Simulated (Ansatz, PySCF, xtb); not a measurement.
Isomers of C5H4O. All species are isolated molecules in the gas phase. One relaxed conformer stands for each flexible species; it need not be the lowest. Strings in code marks are SMILES.

Quantity: electronic energy of isomers of C5H4O relative to `C#CC(=C)C=O`, in kJ/mol. The restricted reference of `C#C/C=C1/CO1`, `C#C/C=C1\CO1`, `C#CC(=C)C=O`, `O=C=C1C=CC1` and `C#CC1=C[C@@H]1O` is unstable towards unrestricted orbitals.

Level 1: ωB97X-D3(BJ)/def2-TZVP // PBE0-D3(BJ)/def2-TZVP (PySCF)
Level 2: frozen-core MP2/cc-pVTZ // PBE0-D3(BJ)/def2-TZVP (Ansatz, a quantum-chemistry and plane-wave program)
Level 3: HF/cc-pVTZ // PBE0-D3(BJ)/def2-TZVP (Ansatz)
Level 4: GFN2-xTB (xtb)

| species | level 2 | level 3 | level 4 |
|---|---|---|---|
| `C#CC1=C[C@@H]1O` | 151.4 | 186.1 | 107.5 |
| `O=C=C1C=CC1` | -6.14 | 20.55 | -80.2 |
| `CC1=CC1=C=O` | 127.1 | 147.9 | 27.35 |
| `c1occ2c1C2` | 122.9 | 215.6 | 16.31 |
| `C#C/C=C1\CO1` | 118.8 | 141.8 | 18.76 |
| `C#COC#CC` | 227.6 | 229.3 | 46.0 |
| `C#C/C=C1/CO1` | 119.5 | 143.9 | 22.59 |

Q: What does level 1 give for each, and how far do the other levels lie from it on average?

A: 
- `C#CC1=C[C@@H]1O`: 158.7
- `O=C=C1C=CC1`: -17.80
- `CC1=CC1=C=O`: 103.5
- `c1occ2c1C2`: 120.1
- `C#C/C=C1\CO1`: 113.0
- `C#COC#CC`: 230.6
- `C#C/C=C1/CO1`: 114.1
Mean absolute difference from level 1, which has limits of its own, over these rows (drawn at random from the members that have all these levels): level 2 8.48 kJ/mol, level 3 37.94 kJ/mol, level 4 94.9 kJ/mol.
